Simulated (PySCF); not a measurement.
Si(Et)(OH)(OMe)(NH2), SMILES [Si](OC)(CC)(O)N (C3H11NO2Si), GFN2-xTB optimised geometry.

```
18

C     -0.95    -1.59    -2.83
C     -1.37    -2.20    -1.50
Si    -0.97    -1.10     0.00
N     -1.58     0.52     0.00
O     -1.64    -1.66     1.38
O      0.66    -1.10     0.00
C      1.50    -0.38     0.86
H     -1.17    -2.26    -3.66
H      0.12    -1.39    -2.83
H     -1.48    -0.65    -3.00
H     -0.88    -3.17    -1.39
H     -2.44    -2.40    -1.52
H     -1.39     1.10    -0.80
H     -2.53     0.66     0.31
H     -1.41    -2.53     1.69
H      1.33    -0.67     1.90
H      1.32     0.69     0.77
H      2.53    -0.61     0.58
```

Density from CAM-B3LYP/def2-SVP (PySCF 2.14.0) at that geometry.

Minimum of the electron density along straight lines between bonded atoms, close to the bond critical point (lines longer than 1.1 times the sum of covalent radii, or with two minima, are not listed):

```json
[
 {"bond": "C1–C2", "length / Å": "1.525", "ρ at the minimum / e bohr⁻³": "0.241", "∇²ρ there / e bohr⁻⁵": "-0.54", "position (fraction from the first atom)": "0.50"},
 {"bond": "C2–Si3", "length / Å": "1.902", "ρ at the minimum / e bohr⁻³": "0.116", "∇²ρ there / e bohr⁻⁵": "0.31", "position (fraction from the first atom)": "0.62"},
 {"bond": "Si3–N4", "length / Å": "1.727", "ρ at the minimum / e bohr⁻³": "0.124", "∇²ρ there / e bohr⁻⁵": "0.74", "position (fraction from the first atom)": "0.40"},
 {"bond": "Si3–O5", "length / Å": "1.638", "ρ at the minimum / e bohr⁻³": "0.127", "∇²ρ there / e bohr⁻⁵": "1.03", "position (fraction from the first atom)": "0.41"},
 {"bond": "Si3–O6", "length / Å": "1.631", "ρ at the minimum / e bohr⁻³": "0.128", "∇²ρ there / e bohr⁻⁵": "1.05", "position (fraction from the first atom)": "0.41"},
 {"bond": "O6–C7", "length / Å": "1.401", "ρ at the minimum / e bohr⁻³": "0.257", "∇²ρ there / e bohr⁻⁵": "-0.34", "position (fraction from the first atom)": "0.66"},
 {"bond": "C1–H8", "length / Å": "1.089", "ρ at the minimum / e bohr⁻³": "0.276", "∇²ρ there / e bohr⁻⁵": "-1.02", "position (fraction from the first atom)": "0.63"},
 {"bond": "C1–H9", "length / Å": "1.087", "ρ at the minimum / e bohr⁻³": "0.279", "∇²ρ there / e bohr⁻⁵": "-1.04", "position (fraction from the first atom)": "0.63"},
 {"bond": "C1–H10", "length / Å": "1.088", "ρ at the minimum / e bohr⁻³": "0.276", "∇²ρ there / e bohr⁻⁵": "-1.01", "position (fraction from the first atom)": "0.62"},
 {"bond": "C2–H11", "length / Å": "1.091", "ρ at the minimum / e bohr⁻³": "0.271", "∇²ρ there / e bohr⁻⁵": "-0.96", "position (fraction from the first atom)": "0.62"},
 {"bond": "C2–H12", "length / Å": "1.091", "ρ at the minimum / e bohr⁻³": "0.272", "∇²ρ there / e bohr⁻⁵": "-0.96", "position (fraction from the first atom)": "0.62"},
 {"bond": "N4–H13", "length / Å": "1.007", "ρ at the minimum / e bohr⁻³": "0.331", "∇²ρ there / e bohr⁻⁵": "-1.52", "position (fraction from the first atom)": "0.76"},
 {"bond": "N4–H14", "length / Å": "1.006", "ρ at the minimum / e bohr⁻³": "0.330", "∇²ρ there / e bohr⁻⁵": "-1.53", "position (fraction from the first atom)": "0.77"},
 {"bond": "O5–H15", "length / Å": "0.953", "ρ at the minimum / e bohr⁻³": "0.355", "∇²ρ there / e bohr⁻⁵": "-2.43", "position (fraction from the first atom)": "0.82"},
 {"bond": "C7–H16", "length / Å": "1.092", "ρ at the minimum / e bohr⁻³": "0.282", "∇²ρ there / e bohr⁻⁵": "-1.08", "position (fraction from the first atom)": "0.64"},
 {"bond": "C7–H17", "length / Å": "1.091", "ρ at the minimum / e bohr⁻³": "0.283", "∇²ρ there / e bohr⁻⁵": "-1.09", "position (fraction from the first atom)": "0.64"},
 {"bond": "C7–H18", "length / Å": "1.091", "ρ at the minimum / e bohr⁻³": "0.283", "∇²ρ there / e bohr⁻⁵": "-1.10", "position (fraction from the first atom)": "0.64"}
]
```
